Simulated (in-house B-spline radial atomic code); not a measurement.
Whole-atom quantities along the 7-electron series, configuration [He] 2s2 2p3. Computed with a radial B-spline atomic code at the basis-set limit: non-relativistic Hartree-Fock, average of the configuration, point nuclei.

| ion | Z | E/Z² (Eh) | Σ<r²> (bohr²) | n(0)/Z³ (bohr⁻³) | Lamb diamagnetic shielding (ppm) | repulsion over attraction |
| --- | --- | --- | --- | --- | --- | --- |
| N | 7 | -1.1081 | 12.521 | 0.60086 | 324.84 | 0.1523 |
| O+ | 8 | ? | ? | ? | ? | ? |
| F2+ | 9 | -1.2029 | 5.0581 | 0.6211 | 440.8 | 0.12809 |
| Ne3+ | 10 | ? | ? | ? | ? | ? |
| Mg5+ | 12 | -1.2958 | 2.1911 | 0.64138 | 614.16 | 0.10119 |
| Al6+ | 13 | -1.3184 | 1.7705 | 0.64639 | 671.89 | 0.094388 |
| Si7+ | 14 | ? | ? | ? | ? | ? |
| P8+ | 15 | -1.3557 | 1.2271 | 0.65466 | 787.34 | 0.083098 |
| S9+ | 16 | -1.3711 | 1.0453 | 0.65811 | 845.05 | 0.078377 |
| Cl10+ | 17 | -1.3849 | 0.90135 | 0.6612 | 902.75 | 0.074151 |
| Ar11+ | 18 | -1.3973 | 0.78531 | 0.66398 | 960.46 | 0.070348 |
| K12+ | 19 | -1.4085 | 0.69041 | 0.6665 | 1018.16 | 0.066909 |

(1) Fill in the row of O+.

(2) Fill in the row of Ne3+.

(3) Fill in the row of Si7+.

(4) With what power of Z does the column «Σ<r²> (bohr²)» change over this range?

Answers

(1) E/Z² (Eh): -1.1599; Σ<r²> (bohr²): 7.4913; n(0)/Z³ (bohr⁻³): 0.61184; Lamb diamagnetic shielding (ppm): 382.91; repulsion over attraction: 0.13969.

(2) E/Z² (Eh): -1.239; Σ<r²> (bohr²): 3.6647; n(0)/Z³ (bohr⁻³): 0.62893; Lamb diamagnetic shielding (ppm): 498.63; repulsion over attraction: 0.11787.

(3) E/Z² (Eh): -1.3382; Σ<r²> (bohr²): 1.4613; n(0)/Z³ (bohr⁻³): 0.65078; Lamb diamagnetic shielding (ppm): 729.62; repulsion over attraction: 0.088399.

(4) A fit of the logarithm of its size against log Z from Z = 7 to 19 has slope -2.84. Unscreened non-relativistic hydrogenic orbitals would give -2.
